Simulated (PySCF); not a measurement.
VF4, SMILES [F][V+]([F])([F])[F], charge +1, multiplicity 1.

Geometry: B3LYP-D3(BJ)/def2-SVP. The multiplicity is an assumed one; other spin states were not compared. The isomer is the one that the SMILES or the coordinates give; other isomers of the formula were not compared.

Calculation: PySCF with M06-2X/def2-TZVP.

The molecule is in vacuum.

```yaml
total_energy: -1343.12574 hartree
point_group: Td
highest_occupied_level: -22.53 eV
lowest_empty_level: -11.37 eV
orbital_gap: 11.15 eV
dipole_moment_about_the_centre_of_nuclear_charge: 0.00 D
mean_static_polarisability: 28.3 bohr³ (4.19 Å³)
polarisability_principal_values: 28.3, 28.3, 28.3 bohr³
```
